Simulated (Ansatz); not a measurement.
Geometry optimisation, Ansatz 0.2.0, RHF/def2-SVP.

Input file:

```yaml
crystal:
  periodic: [false, false, false]
  atoms:
    - { symbol: Ga, position_ang: [0.0, 0.0, 0.0] }
    - { symbol: H, position_ang: [0.0, 0.0, 1.92] }
    - { symbol: H, position_ang: [1.3596, 0.0, -0.785] }
    - { symbol: H, position_ang: [-1.3596, 0.0, -0.785] }
    - { symbol: Si, position_ang: [0.1099, -2.4934, 0.8293] }
    - { symbol: H, position_ang: [-0.68, -3.3385, -0.0614] }
    - { symbol: H, position_ang: [1.4976, -2.9474, 0.826] }
    - { symbol: H, position_ang: [-0.4266, -2.5804, 2.1843] }
    - { symbol: H, position_ang: [0.043, -0.9746, 1.9843] }
basis:
  gaussian: { orbitals: def2-SVP }
hamiltonian:
  xc: hf
relax:
  f_tol: 0.15
  max_steps: 25
  restrain:
    - { distance: [0, 4], at: 3.53, k: 30.0 }
    - { distance: [8, 1], at: 1.86, k: 30.0 }
    - { distance: [0, 1], at: 1.57, k: 30.0 }
    - { distance: [8, 4], at: 1.46, k: 30.0 }
```

Launched with:

```bash
$ ansatz run input.yaml --threads 1 --pin off --max-ram 2048MiB --backend cpu --events-out ev --progress --plain --runs-dir out
```

Question: Where does it end, and by what steps?

Answer: It converged. The restraints hold the end off the free minimum. After 7 steps the energy has fallen by 3.219 eV (the restraints' own energy left out); H8 moved furthest, 0.85 Å. Parted: Ga1–Si5 (2.63 → 3.53 Å). Joined: Si5–H9 (1.91 → 1.48 Å).

| step | energy less start (eV) | largest force component (eV/Å) | accepted |
| --- | --- | --- | --- |
| 0 | 0.0000 | 3.661 | yes |
| 1 | 0.5283 | 3.316 | yes |
| 2 | -0.2241 | 3.189 | yes |
| 3 | -1.4093 | 2.592 | yes |
| 4 | -2.3823 | 1.761 | yes |
| 5 | -2.9698 | 1.053 | yes |
| 6 | -3.2182 | 0.831 | yes |
| 7 | -3.2195 | 0.822 | yes |

```xyz
9
Properties=species:S:1:pos:R:3
Ga -0.018 0.457 -0.051
H 0.005 0.528 1.514
H 1.338 0.413 -0.849
H -1.392 0.351 -0.811
Si 0.123 -2.822 1.260
H -0.676 -3.284 0.101
H 1.526 -3.268 1.102
H -0.448 -3.360 2.514
H 0.086 -1.349 1.333
```

Time of the run: 13 s on 1 thread of Arm Neoverse V1, with other jobs on the host, peak memory 0.16 GiB.
